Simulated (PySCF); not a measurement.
Tl⁶²⁺: fine-structure interval

Tl⁶²⁺ [Ar] 3d1 [3d3/2^1, M_J = 3/2] → Tl⁶²⁺ [Ar] 3d1 [3d5/2^1, M_J = 5/2], as a difference of total energies. All numbers are calculated (PySCF 2.14, the two-component X2C-1e Hamiltonian, in an even-tempered Gaussian basis (15 s from 20 bohr⁻², ratio 2.8; 12 p from 26 bohr⁻², ratio 2.8; 8 d from 26 bohr⁻², ratio 2.8; 3 f from 79 bohr⁻², ratio 3)). Correlated levels: [Ne] frozen; the 70 highest virtual spinors dropped. "Screened" scales the spin-orbit matrix elements by Boettger's factors to mimic the two-electron term; Breit and QED terms are absent.

| method | fine-structure interval (cm⁻¹) |
| --- | --- |
| GHF (screened spin-orbit) | 958290 |
| GMP2 (screened spin-orbit) | 959180 |
| GHF (bare spin-orbit) | 1094900 |
